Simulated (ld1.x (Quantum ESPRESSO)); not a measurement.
# An all-electron radial function and its pseudo partner (hydrogen)

Columns: radius, all-electron u(r) and pseudo u(r) of the 1s shell (level -9.54 eV) of hydrogen in the configuration 1s0.75; PW91, scalar-relativistic, TM scheme, ld1.x (Quantum ESPRESSO) 7.5.

```csv
r (bohr),all-electron,pseudo
0.042,0.0824,0.0710
0.085,0.1596,0.1426
0.128,0.2299,0.2121
0.170,0.2924,0.2769
0.212,0.3492,0.3378
0.255,0.4018,0.3954
0.298,0.4492,0.4475
0.340,0.4907,0.4928
0.382,0.5279,0.5326
0.425,0.5618,0.5677
0.467,0.5911,0.5971
0.510,0.6176,0.6227
0.552,0.6401,0.6439
0.595,0.6601,0.6625
0.638,0.6772,0.6784
0.680,0.6912,0.6918
0.722,0.7030,0.7031
0.765,0.7127,0.7127
0.807,0.7202,0.7202
0.850,0.7259,0.7259
0.892,0.7297,0.7297
0.935,0.7320,0.7320
0.977,0.7328,0.7328
1.020,0.7323,0.7323
1.062,0.7305,0.7305
1.105,0.7276,0.7276
```

**Question.** How many radial nodes do the two functions have?

**Answer.** The all-electron 1s function has n − l − 1 = 0; the pseudo-wave has 0.

**Question.** At about which radius was the pseudo-wave matched?

**Answer.** 0.85 bohr. The columns agree to 0.0005 from 0.72 bohr on; several derivatives are matched, so the curves merge somewhat inside the radius.

**Question.** Where does each function peak?

**Answer.** Outermost all-electron maximum near 0.98 bohr, pseudo maximum near 0.98 bohr (to the table’s step).

**Question.** Is the pseudo-wave norm-conserving?

**Answer.** Yes: the TM scheme keeps the norm inside the radius equal to the all-electron one, which fixes the energy derivative of the logarithmic derivative at the level.
